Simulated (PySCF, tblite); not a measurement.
One entry of a table of gas-phase calculations, keyed by method. Lists by class give the value and the number of equivalent atoms.

```json
{
 "formula": "C6H7S",
 "smiles": "C[CH]c1cccs1",
 "inchi": "InChI=1S/C6H7S/c1-2-6-4-3-5-7-6/h2-5H,1H3",
 "charge": 0,
 "multiplicity": 2,
 "geometry_level": "GFN2-xTB",
 "electronic_structure_code": "PySCF",
 "results": {
  "GFN2-xTB geometry": {
   "rotational_constants_GHz": [4.779, 1.705, 1.266]
  },
  "GFN2-xTB harmonic vibrations, gas phase": {
   "strongest_ir_bands_cm-1_km_per_mol_modes": [
    [848.6, 22.8, 1],
    [2962.9, 23.1, 1],
    [2993.2, 32.7, 1],
    [3083.3, 29.0, 1],
    [3115.6, 25.1, 1],
    [3141.5, 26.8, 1]
   ],
   "zpe_kcal_per_mol": 67.1
  },
  "UKS B3LYP, pcH-1 on C H S, non-relativistic, mean-field spin-orbit, GIAO": {
   "g_iso": 2.00341,
   "g_tensor": [2.00217, 2.00269, 2.00539],
   "s2": 0.778,
   "a_iso_by_class_MHz": [
    ["13C", 52.6, 1],
    ["13C", -43.0, 1],
    ["1H", 41.8, 3],
    ["1H", -38.6, 1],
    ["13C", 33.3, 1]
   ]
  }
 }
}
```

With B = h/(8π²I), that is 505.379 GHz u Å² over I, the principal moments of inertia are 105.7, 296.5 and 399.1 u Å² (most abundant isotopes). ⟨S²⟩ is 0.028 above the pure-spin value S(S + 1) = 0.75. The zero-point energy, half the sum of the 36 harmonic wavenumbers, equals 23470 cm⁻¹ or 281 kJ/mol. g_iso is shifted by about +1100 ppm from the free-electron value 2.002319; the principal values span 0.0032.

 In GFN2-xTB open shells enter through the occupations alone, without spin polarisation, so single modes can be far off. Hyperfine couplings depend on the geometry, which wasn't re-optimised at a DFT level. The unpaired spin is shared among atoms: the largest Mulliken spin population is 0.62. Couplings of like nuclei are plain means over topologically equivalent atoms, as if these changed places fast (by rotation of a methyl-like group, say); in this geometry the members of some sets differ.

For the vibration job (GFN2-xTB), the run took 0.33 s of wall time on Intel Xeon 6975P-C, one thread, shared host with 192 logical CPUs at a one-minute load of 89.

Shape of the structure used: `[CH3:1][CH:2][c:3]1[cH:4][cH:5][cH:6][s:7]1`: C1–C2–C3–C4 0°.

One conformer stands for the species.
